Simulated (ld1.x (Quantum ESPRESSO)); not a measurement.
## Configuration tests for cobalt (TM)

Co (Z = 27), norm-conserving Troullier–Martins (Kleinman–Bylander form), made with ld1.x (Quantum ESPRESSO) 7.5 (LDA (PZ), non-relativistic). Core [Ar], reference 3d7.5 4s1.5 4p0. Waves: 4p (bound, empty): rc 3.15 bohr; 3d (bound): rc 1.40 bohr; 4s (bound): rc 1.80 bohr. Local part: the s channel. Core correction: none.

Energies are relative to the spin-unpolarised reference configuration 3d7.5 4s1.5 4p0; without spin polarisation the order of configurations can differ from experiment. Spin-polarised rows fill each open shell by Hund’s rule, majority spin first. Not all tests gave a result: 2 of 9 tests not solved or not reliable. Left out of the table: 3d7 4s1.5 4p0 (solver errors, printed error -54 meV); 3d7 4s2 4p0 (spin-polarised) (solver errors, printed error +1.8 eV).

```json
{"valence configuration": "3d7 4s2 4p0", "charge": "0", "ΔE all-electron (eV)": "1.169", "error AE − PS (meV)": "-65"}
{"valence configuration": "3d7 4s1 4p0", "charge": "+1", "ΔE all-electron (eV)": "10.311", "error AE − PS (meV)": "-43"}
{"valence configuration": "3d6 4s2 4p1", "charge": "0", "ΔE all-electron (eV)": "11.279", "error AE − PS (meV)": "-720"}
{"valence configuration": "3d6 4s2 4p0", "charge": "+1", "ΔE all-electron (eV)": "16.989", "error AE − PS (meV)": "-639"}
{"valence configuration": "3d7 4s1 4p1", "charge": "0", "ΔE all-electron (eV)": "5.449", "error AE − PS (meV)": "-63"}
{"valence configuration": "3d7.5 4s1.5 4p0 (spin-polarised)", "charge": "0", "ΔE all-electron (eV)": "-1.461", "error AE − PS (meV)": "+1184"}
```

(1) What are ΔE and the potential's error for 3d7 4s0 4p0?

Levels in the configuration 3d7 4s1 4p1:

```
level  all-electron (eV)  pseudo (eV)
   3d            -10.505      -10.781
   4s             -6.683       -6.671
   4p             -2.264       -2.252
```

Results:

(1) ΔE = 27.145 eV all-electron; the error (AE − PS) is -17 meV.
